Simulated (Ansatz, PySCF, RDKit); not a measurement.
Complex: H2O (SMILES O) (first 3 atoms) with C2H6O (SMILES CCO); geometry from B3LYP-D3(BJ)/def2-TZVP, rigid monomers moved along the line of their centres of mass till H2···O6 is 1.71 Å.
(charge 0, multiplicity 1):
```xyz
12

O     -0.21921     0.30779     0.17249
H      0.30395     0.10224     0.96663
H      0.12509    -0.26415    -0.51973
C     -1.29750     0.46011     3.33009
C     -0.26321    -0.64639     3.24859
O      0.91436    -0.24927     2.52886
H     -2.18855     0.10791     3.85458
H     -1.58703     0.78687     2.33103
H     -0.90809     1.32089     3.88096
H      0.01870    -0.99694     4.24705
H     -0.65553    -1.49914     2.69480
H      1.29371     0.52454     2.96084
```

```csv
level,interaction energy (kcal/mol),cost
MMFF94,-4.53,-
HF/STO-3G (no counterpoise),-5.47,-
PBE-D3(BJ)/def2-TZVPPD,-6.00,×1
B3LYP/3-21G (no counterpoise),-14.88,-
B3LYP/6-31G*,-4.50,-
B3LYP/6-31G* (no counterpoise),-7.59,-
B3LYP/6-311+G** (no counterpoise),-5.22,-
B3LYP/def2-TZVPPD,-4.08,×2
B3LYP-D4/def2-TZVPPD,-5.64,×2
wB97X-V/def2-TZVPPD,-5.61,×3
MP2/6-31G*,-3.94,-
SCS-MP2/aug-cc-pVDZ,-3.61,-
CCSD/aug-cc-pVDZ,-3.96,-
CCSD(T)/aug-cc-pVDZ,-4.39,×10
```

The rows run from -14.88 (B3LYP/3-21G (no counterpoise)) to -3.61 kcal/mol (SCS-MP2/aug-cc-pVDZ). The dispersion term adds -1.57 in B3LYP-D4.

Interaction energies are E(AB) − E(A) − E(B) at the monomers' geometry in the complex; basis-set methods are counterpoise corrected. Rows marked so take none.

Correlated levels freeze the cores. Rows in 3-21G, 6-311+G**, 6-31G*, STO-3G carry no dispersion term and start afresh at each structure (6-31G* with six Cartesian d functions). MP2/6-31G* freezes PySCF's default core.

Programs: Ansatz (Gaussian orbitals); PySCF for 3-21G rows, 6-311+G** rows, 6-31G* rows, STO-3G rows, the dispersion terms; RDKit for the force fields. Each number belongs to the level named beside it.

Costs are rough ratios of core time to PBE/def2-TZVPPD (about 10 s over the structures, on one shared machine); a dash marks a level with no comparable run of its own.

Ansatz is an electronic-structure program.
